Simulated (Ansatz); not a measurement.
C3H3F3, SMILES F[C@H]1CC1(F)F.

Coordinates come from a r2SCAN-D4/def2-SVP optimisation. The structure was generated by enumeration; whether it is a known compound was not checked.

Two levels are set side by side: PBE/def2-SVPD (Ansatz, a program for electronic structure) and PBE0/def2-SVPD (Ansatz). Energy differences of separate SCF runs at the same geometry; the states with an electron removed or added have multiplicity 2 and 2. Differences are taken from unrounded values.

```json
[
 {"quantity": "vertical ionisation energy (eV)", "PBE0": "11.07", "PBE": "10.58", "PBE minus PBE0": "-0.49"},
 {"quantity": "vertical singlet–triplet gap (eV)", "PBE0": "7.12", "PBE": "6.48", "PBE minus PBE0": "-0.64"}
]
```
